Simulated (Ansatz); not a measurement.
Ansatz (a quantum-chemistry and plane-wave program) input:

Ansatz 0.2 input:
```yaml
crystal:
  periodic: [false, false, false]
  atoms:
    - {symbol: B, position_ang: [0.34970942, 0.41433946, -0.19134774]}
    - {symbol: F, position_ang: [1.12615698, -0.61534359, 0.06612940]}
    - {symbol: C, position_ang: [-1.19182156, 0.39311001, 0.03213805]}
    - {symbol: H, position_ang: [-1.61394171, 1.38454165, 0.18881453]}
    - {symbol: H, position_ang: [-1.47133606, -0.26607732, 0.86064383]}
    - {symbol: H, position_ang: [-1.64775268, -0.01072948, -0.88071261]}
basis:
  gaussian:
    orbitals: 6-31G*
hamiltonian:
  xc: {name: PBE0}
magnetization: {spin_polarized: true, initial_magnetization: 1}
```

Which total energy does the run end on?

-164.39884 Eh (PBE0/6-31G*).

It need not be the lowest isomer of its formula.
